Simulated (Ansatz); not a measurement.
Complex (SMILES): F (HF) with Cl (HCl), atoms 1 to 2 the first; geometry from B3LYP-D3(BJ)/def2-TZVP, monomers rigid:
```xyz
4

F     -0.1993     0.2587    -0.2561
H     -0.6953    -0.4360     0.1164
Cl    -1.4096    -2.1732     1.4289
H     -0.3348    -2.0986     2.1286
```

Basis-set convergence of the counterpoise-corrected interaction energy at PBE with Ansatz (a quantum-chemistry and plane-wave program). Cartesian d functions, on some or all atoms, in 6-31G**, 6-31+G*; all else is spherical. The program fits the integrals of some runs and decomposes those of others, by size. No added dispersion term, no relativity. Functions are those of the species that has most. Reference: the value in aug-cc-pV(5+d)Z, -3.41 kcal/mol.

| basis | functions | counterpoise-corrected interaction energy (kcal/mol) |
|---|---|---|
| 3-21G | 26 | (withheld) |
| def2-SV(P) | 36 | -3.79 |
| 6-31G** | 44 | (withheld) |
| 6-31+G* | 46 | (withheld) |
| cc-pV(D+d)Z | 47 | (withheld) |
| aug-cc-pV(D+d)Z | 73 | -3.33 |
| 6-311++G(2d,2p) | 82 | -3.28 |
| pcseg-2 | 92 | -3.28 |
| cc-pV(T+d)Z | 97 | -3.09 |
| def2-TZVPP | 101 | -3.37 |
| def2-TZVPD | 104 | -3.33 |
| aug-pcseg-3 | 272 | -3.39 |
| cc-pV(5+d)Z | 301 | -3.38 |

**Question.** Fill in the missing entries.

**Answer.** 
- 3-21G, counterpoise-corrected interaction energy (kcal/mol): -1.77
- 6-31G**, counterpoise-corrected interaction energy (kcal/mol): -2.60
- 6-31+G*, counterpoise-corrected interaction energy (kcal/mol): -3.13
- cc-pV(D+d)Z, counterpoise-corrected interaction energy (kcal/mol): -2.80
